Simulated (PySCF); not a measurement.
C₇H₇ (SMILES [C]1=CC2C=CC1C2), doublet, geometry from GFN2-xTB; B3LYP/STO-3G in PySCF.

PySCF was given this input:
```python
from pyscf import gto, scf, dft

mol = gto.M(
    atom='''
C     1.09680634   -0.69203971    0.74283602
C     1.46511471   -0.16542108   -0.39694795
C     0.25715990    0.70668960   -0.82393668
C    -0.86545773   -0.27256305   -1.11809504
C    -1.19325300   -0.85620363    0.02657574
C    -0.30187962   -0.26459932    1.10797380
C    -0.19812854    1.18160991    0.57202127
H     2.35681440   -0.27313925   -0.97806664
H     0.47183494    1.45696776   -1.57983187
H    -1.25589036   -0.44934320   -2.10207177
H    -1.91225754   -1.63132774    0.20914197
H    -0.61524824   -0.41222483    2.13605884
H     0.54860400    1.78133171    1.09066769
H    -1.15602971    1.70289907    0.56153867
''',
    basis='sto-3g',
    spin=1,
    verbose=4,
)

mf = dft.UKS(mol)
mf.xc = 'b3lyp'
mf.kernel()
```

**Question.** What does PySCF print? Leave out banner, timings and long lists.

**Answer.** 
```
PySCF version 2.14.0

[INPUT] verbose = 4
[INPUT] num. atoms = 14
[INPUT] num. electrons = 49
[INPUT] charge = 0
[INPUT] spin (= nelec alpha-beta = 2S) = 1
[INPUT] symmetry False subgroup None
[INPUT] Mole.unit = angstrom
[INPUT] Symbol           X                Y                Z      unit          X                Y                Z       unit  Magmom
[INPUT]  1 C      1.096806340000  -0.692039710000   0.742836020000 AA    2.072663594287  -1.307765519223   1.403756633262 Bohr   0.0
[INPUT]  2 C      1.465114710000  -0.165421080000  -0.396947950000 AA    2.768665542972  -0.312600536430  -0.750122911208 Bohr   0.0
[INPUT]  3 C      0.257159900000   0.706689600000  -0.823936680000 AA    0.485961781221   1.335449799078  -1.557014669183 Bohr   0.0
[INPUT]  4 C     -0.865457730000  -0.272563050000  -1.118095040000 AA   -1.635478082088  -0.515069516176  -2.112893406835 Bohr   0.0
[INPUT]  5 C     -1.193253000000  -0.856203630000   0.026575740000 AA   -2.254921367316  -1.617990367558   0.050220870158 Bohr   0.0
[INPUT]  6 C     -0.301879620000  -0.264599320000   1.107973800000 AA   -0.570469804388  -0.500020247546   2.093767035194 Bohr   0.0
[INPUT]  7 C     -0.198128540000   1.181609910000   0.572021270000 AA   -0.374408678060   2.232919115972   1.080963537726 Bohr   0.0
[INPUT]  8 H      2.356814400000  -0.273139250000  -0.978066640000 AA    4.453733742431  -0.516158376369  -1.848278081174 Bohr   0.0
[INPUT]  9 H      0.471834940000   1.456967760000  -1.579831870000 AA    0.891638812601   2.753270038721  -2.985449557159 Bohr   0.0
[INPUT] 10 H     -1.255890360000  -0.449343200000  -2.102071770000 AA   -2.373288822881  -0.849135583936  -3.972339939480 Bohr   0.0
[INPUT] 11 H     -1.912257540000  -1.631327740000   0.209141970000 AA   -3.613643030235  -3.082762648006   0.395221044452 Bohr   0.0
[INPUT] 12 H     -0.615248240000  -0.412224830000   2.136058840000 AA   -1.162650672221  -0.778992030445   4.036566193556 Bohr   0.0
[INPUT] 13 H      0.548604000000   1.781331710000   1.090667690000 AA    1.036711310841   3.366229068903   2.061063227012 Bohr   0.0
[INPUT] 14 H     -1.156029710000   1.702899070000   0.561538670000 AA   -2.184579543760   3.218012860077   1.061154294653 Bohr   0.0

nuclear repulsion = 280.202582987836
number of shells = 28
number of NR pGTOs = 126
number of NR cGTOs = 42
basis = sto-3g
ecp = {}

******** <class 'pyscf.dft.uks.UKS'> ********
method = UKS
initial guess = minao
damping factor = 0
level_shift factor = 0
DIIS = <class 'pyscf.scf.diis.CDIIS'>
diis_start_cycle = 1
diis_space = 8
diis_damp = 0
SCF conv_tol = 1e-09
SCF conv_tol_grad = None
SCF max_cycles = 50
direct_scf = True
direct_scf_tol = 1e-13
number electrons alpha = 25  beta = 24
XC library pyscf.dft.libxc version 7.1.2
    S. Lehtola, C. Steigemann, M. J. T. Oliveira, and M. A. L. Marques,  SoftwareX 7, 1–5 (2018)
XC functionals = b3lyp
    P. J. Stephens, F. J. Devlin, C. F. Chabalowski, and M. J. Frisch,  J. Phys. Chem. 98, 11623 (1994)
radial grids:
    Treutler-Ahlrichs [JCP 102, 346 (1995); DOI:10.1063/1.469408] (M4) radial grids

becke partition: Becke, JCP 88, 2547 (1988); DOI:10.1063/1.454033
pruning grids: <function nwchem_prune>
grids dens level: 3
symmetrized grids: False
atomic radii adjust function: <function treutler_atomic_radii_adjust>
small_rho_cutoff = 0
Set gradient conv threshold to 3.16228e-05
tot grids = 167488
init E= -268.819539615937

cycle= 1 E= -267.470368659254  delta_E= 1.35  |g|= 0.126  |ddm|=  3.7
cycle= 2 E= -267.484425605581  delta_E= -0.0141  |g|= 0.0758  |ddm|= 0.359
cycle= 3 E= -267.488230590115  delta_E= -0.0038  |g|= 0.019  |ddm|= 0.126
cycle= 4 E= -267.488598114514  delta_E= -0.000368  |g|= 0.00957  |ddm|= 0.0435
cycle= 5 E= -267.488720877437  delta_E= -0.000123  |g|= 0.00534  |ddm|= 0.023
cycle= 6 E= -267.488772740735  delta_E= -5.19e-05  |g|= 0.00384  |ddm|= 0.0155
cycle= 7 E= -267.488817802437  delta_E= -4.51e-05  |g|= 0.00186  |ddm|= 0.02
cycle= 8 E= -267.488825474468  delta_E= -7.67e-06  |g|= 0.00142  |ddm|= 0.00893
cycle= 9 E= -267.488828001285  delta_E= -2.53e-06  |g|= 0.000238  |ddm|= 0.00514
cycle= 10 E= -267.488828068634  delta_E= -6.73e-08  |g|= 9.1e-05  |ddm|= 0.000796
cycle= 11 E= -267.488828076717  delta_E= -8.08e-09  |g|= 1.56e-05  |ddm|= 0.000229
cycle= 12 E= -267.488828077029  delta_E= -3.12e-10  |g|= 6.69e-06  |ddm|= 4.67e-05
Extra cycle  E= -267.488828077054  delta_E= -2.47e-11  |g|= 5.35e-06  |ddm|= 1.93e-05
converged SCF energy = -267.488828077054  <S^2> = 0.76747877  2S+1 = 2.0174031
```
